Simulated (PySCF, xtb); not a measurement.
GeH3, SMILES [GeH3+], charge +1.

Harmonic wavenumbers (cm⁻¹) from GFN2-xTB (xtb) at its own minimum, in rising order: 632, 699, 700, 1759, 1888, 1889.

Question: What does PBE-D3(BJ)/def2-TZVPD (PySCF 2.14.0) give at its own minimum? (Estimate from the structure and the level; the computed values follow.)

Answer: 773, 821, 821, 2115, 2188, 2188. Paired by order, the mean absolute difference is 223 cm⁻¹ and the zero-point energies are 10.8 and 12.7 kcal/mol.
